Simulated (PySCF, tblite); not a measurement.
Compound: C2H5F3SSi.
Numbering: `[CH3:1][S:2][Si@H:3]([F:4])[CH:5]([F:6])[F:7]` (hydrogens: H8, H9, H10 on C1; H11 on Si3; H12 on C5)

Structure used (GFN2-xTB), in Å, numbered top down from 1:
```xyz
12
C2H5F3SSi angstrom
C     -2.2182    0.4382    1.0162
S     -0.4886   -0.0164    1.3870
Si     0.4088    0.5296   -0.4531
F     -0.4664   -0.1080   -1.6479
C      2.1267   -0.3243   -0.5747
F      2.7192    0.0180   -1.7507
F      2.9652    0.1083    0.4031
H     -2.8173    0.0585    1.8363
H     -2.3059    1.5176    0.9607
H     -2.5252   -0.0213    0.0837
H      0.4862    1.9424   -0.7588
H      2.1168   -1.4227   -0.5279
```

Level of theory: B3LYP/def2-SVPD in PySCF (dipole) on a GFN2-xTB geometry, gas phase.

Take the most abundant isotopes and a rigid rotor. The values belong to one conformer with, in the numbering `[CH3:1][S:2][Si@H:3]([F:4])[CH:5]([F:6])[F:7]`, C1–S2–Si3–F4 -49°, S2–Si3–C5–F6 180°.

(1) Give the principal moments of inertia and the rotational constants in cm⁻¹.

(2) Classify the top.

(3) What does the inertial defect say?

(4) List the rotational levels J(Ka,Kc) to J = 3 (MHz).

(5) Predict some low-J microwave lines.

(6) Estimate the classical rotational partition function at 100 K, 200 K and 500 K.

## Answers

(1) Ia = 161.50, Ib = 480.07, Ic = 608.53 u·Å²; 505379 MHz·u·Å²/I gives 3129, 1053 and 830.5 MHz, that is A = 0.10438, B = 0.03512, C = 0.02770 cm⁻¹.

(2) An asymmetric top: κ = (2 × 1053 − 3129 − 830.5)/(3129 − 830.5) = -0.81.

(3) Not planar: Δ = Ic − Ia − Ib = -33.04 u·Å². For a rigid frame Δ = −2 Σ m c², so Σ m c² = 16.52 u·Å² lies off the ab plane: 7.13 from hydrogen and 9.39 from heavier atoms. The atom farthest from that plane is 1.81 Å away.

(4) Above 0(0,0):
J = 1: 1(0,1) 1883, 1(1,1) 3960, 1(1,0) 4182
J = 2: 2(0,2) 5633, 2(1,2) 7504, 2(1,1) 8171, 2(2,1) 14400, 2(2,0) 14417
J = 3: 3(0,3) 11215, 3(1,3) 12810, 3(1,2) 14143, 3(2,2) 20050, 3(2,1) 20134, 3(3,1) 30998, 3(3,0) 30999
Those of J = 1 are B + C, A + C and A + B.

(5) The dipole components are |μa| = 2.67 D, |μb| = 0.24 D, |μc| = 0.10 D. The squared components, which scale the intensities, stand as 1.00 : 0.01 : 0.00 (a : b : c). Some lines, for components of 0.1 D or more:

| type | branch | J(Ka,Kc) | MHz | lower level (cm⁻¹) |
| --- | --- | --- | --- | --- |
| a | Q | 2(1,1) ← 2(1,2) | 667 | 0.250 |
| b | R | 2(0,2) ← 1(1,1) | 1673 | 0.132 |
| c | Q | 2(1,2) ← 2(0,2) | 1871 | 0.188 |
| a | R | 1(0,1) ← 0(0,0) | 1883 | 0.000 |
| c | Q | 1(1,1) ← 1(0,1) | 2077 | 0.063 |
| b | Q | 1(1,0) ← 1(0,1) | 2299 | 0.063 |
| b | Q | 2(1,1) ← 2(0,2) | 2538 | 0.188 |
| a | R | 2(1,2) ← 1(1,1) | 3544 | 0.132 |
| a | R | 2(0,2) ← 1(0,1) | 3750 | 0.063 |
| b | R | 1(1,1) ← 0(0,0) | 3960 | 0.000 |
| c | R | 1(1,0) ← 0(0,0) | 4182 | 0.000 |
| b | R | 2(1,2) ← 1(0,1) | 5621 | 0.063 |
| c | Q | 2(2,1) ← 2(1,1) | 6230 | 0.273 |
| b | Q | 2(2,0) ← 2(1,1) | 6246 | 0.273 |
| c | R | 2(1,1) ← 1(0,1) | 6287 | 0.063 |
| b | Q | 2(2,1) ← 2(1,2) | 6896 | 0.250 |
| b | R | 2(2,1) ← 1(1,0) | 10218 | 0.139 |
| c | R | 2(2,0) ← 1(1,0) | 10235 | 0.139 |
| c | R | 2(2,1) ← 1(1,1) | 10440 | 0.132 |
| b | R | 2(2,0) ← 1(1,1) | 10457 | 0.132 |

(6) Point group C1, symmetry number σ = 1; q = (√π/σ)·√((kT/h)³/(ABC)), k/h = 20836.6 MHz/K: 102000 at 100 K, 288000 at 200 K, 1140000 at 500 K.

Its GFN2-xTB frequencies are all real (lowest 22 cm⁻¹). Constants of a rigid frame at the computed geometry: no zero-point averaging, no centrifugal distortion. A rigid rotor knows nothing of internal rotation, which can split or shift real lines.
